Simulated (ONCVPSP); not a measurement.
## Logarithmic derivatives: Ti, ONCV

| Item | Value |
| --- | --- |
| Element | titanium |
| Generator | ONCVPSP 4.0.1 |
| Type | optimised norm-conserving Vanderbilt (ONCV) |
| Functional | LDA (Perdew-Zunger) |
| Relativity | scalar-relativistic |
| Frozen core | [Ne] |
| Valence charge | 12 |
| Reference configuration | 3s2 3p6 3d2 4s1 (charge +1) |
| Partial waves | 3s+4s: rc 1.75 bohr, ncon 3, nbas 6, qcut 6.2 1/bohr, 2 projectors; 3p: rc 1.26 bohr, ncon 3, nbas 7, qcut 5.5 1/bohr, 1 projector; 3d: rc 1.80 bohr, ncon 4, nbas 9, qcut 9.4 1/bohr, 2 projectors, debl 1.4 Ha |
| Local potential | polynomial inside 1.05 bohr (lpopt 5, dvloc0 3 Ha) |
| Core correction | Teter function, fcfact 2.25, rcfact 1.4 |

The phase is arctan(r·R′/R) of the radial function R(r), unwrapped; energies in Ha, scanned from -4 to 5 Ha. A pole is an energy at which the radial function vanishes at the test radius. The pseudo phase is shifted by a multiple of π to meet the all-electron one at the reference energy, and phase errors are pseudo minus all-electron; the curves can meet again beyond the range given. Levels narrower than the energy grid can be missing from the lists of poles.

| channel | radius (bohr) | reference energy (Ha) | poles, all-electron | poles, pseudo | unbroken range about the reference energy with phases within 0.05 rad | phase error 1 Ha above the reference energy (rad) |
| --- | --- | --- | --- | --- | --- | --- |
| s | 1.77 | -0.39 | -2.27, 4.81 | -2.27, 4.45 | the whole range | -0.003 |
| p | 1.28 | -1.70 | 0.32 | 0.33 | below 4.1 | +0.000 |
| d | 1.83 | -0.43 | 0.12 | 0.12 | the whole range | +0.000 |

Phases in the p channel:

```csv
E (Ha),all-electron,pseudo
-3.98,0.780,0.781
-3.50,0.514,0.515
-3.02,0.061,0.062
-2.54,-0.511,-0.510
-2.06,-0.940,-0.940
-1.58,-1.190,-1.191
-1.10,-1.341,-1.341
-0.62,-1.442,-1.441
-0.14,-1.515,-1.514
0.34,-1.573,-1.572
0.82,-1.623,-1.621
1.30,-1.670,-1.666
1.78,-1.716,-1.711
2.26,-1.765,-1.757
2.74,-1.821,-1.809
3.22,-1.890,-1.871
3.70,-1.981,-1.951
4.18,-2.112,-2.060
4.66,-2.319,-2.223
```
